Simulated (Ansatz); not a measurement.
Ligand exchange: C3H5N + Ge(OH)4 → C3H5NO + GeH(OH)3

Gas-phase species: C3H5N `CCC#N`, singlet; Ge(OH)4, singlet; C3H5NO `N#CCCO`, singlet; GeH(OH)3, singlet. The partners trade H for OH: C–H and Ge–OH bonds give way to C–OH and Ge–H.

Shapes, held fixed at every level: PBE0-D4/def2-TZVP. Flexible molecules stand in one conformer, not always the lowest. Programs: Ansatz 0.2.0. The zero-point and thermal change to 298 K, harmonic and unscaled (PBE0-D4/def2-TZVP), is -3.8 kJ/mol.

```tsv
level	kind	ΔH(298 K) (kJ/mol)	less CCSD(T)/def2-TZVPP
HF/def2-SVP	Hartree–Fock	+124.7	-13.4
PBE-D4/def2-TZVPP	GGA	+123.6	-14.5
r2SCAN-D4/def2-TZVPP	meta-GGA	+134.5	-3.6
wB97X-V/def2-TZVPP	range-separated hybrid	+130.6	-7.5
MP2/def2-SVP	perturbation theory	+136.7	-1.4
MP2/def2-TZVPP	perturbation theory	+144.4	+6.3
CCSD/def2-SVP	coupled cluster or CI	+128.7	-9.4
CCSD(T)/def2-TZVPP	coupled cluster or CI	+138.1	0.0
```

The highest level, CCSD(T)/def2-TZVPP, gives ΔH(298 K) = +138.1 kJ/mol; the levels span +123.6 to +144.4. The column of differences is taken from that level and isn't an error. No measured value is set beside it here. Relativity is left out for Ge. Outer-core shells of Ge are correlated, in sets that cover them unevenly.
